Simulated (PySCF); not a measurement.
# Worked example: dipole moment from atomic charges

CH₅FSSi, SMILES [SiH2](F)SC. Atoms are numbered in the order given.

```xyz
9

Si     1.0909    -0.1660    -0.1259
F      1.0871     0.6108    -1.5598
S     -0.6536     0.2632     1.0111
C     -1.9122    -0.6196    -0.0043
H      1.1665    -1.6145    -0.4504
H      2.2435     0.3145     0.6739
H     -2.8732    -0.4991     0.5130
H     -1.9861    -0.1772    -1.0068
H     -1.6770    -1.6907    -0.0807
```

The structure is a stationary point at B3LYP-D3(BJ)/def2-SVP. The values are those of a single conformer.

Charges (e) from ωB97X/def2-TZVP (PySCF):

| atom | Mulliken | ESP fit |
|---|---|---|
| Si1 | 0.505 | 0.372 |
| F2 | -0.332 | -0.231 |
| S3 | -0.191 | -0.177 |
| C4 | -0.350 | -0.433 |
| H5 | -0.043 | -0.040 |
| H6 | -0.032 | -0.026 |
| H7 | 0.149 | 0.202 |
| H8 | 0.153 | 0.180 |
| H9 | 0.141 | 0.154 |

The dipole moment of the full density is 1.69 D.

**Question.** What dipole moment does each set of point charges give, and which comes closer to that of the density?

**Answer.** 
μ = Σ q r, and 1 e Å = 4.8032 D.
Mulliken: Σ q r = (-0.106, -0.401, 0.171) e Å, |μ| = 2.15 D.
ESP fit: Σ q r = (-0.203, -0.318, 0.047) e Å, |μ| = 1.82 D.
ESP fit comes closer in size. Point charges leave out the atoms' own dipoles (lone pairs, polarised bonds); fits to the potential absorb them, partitions of the density don't.
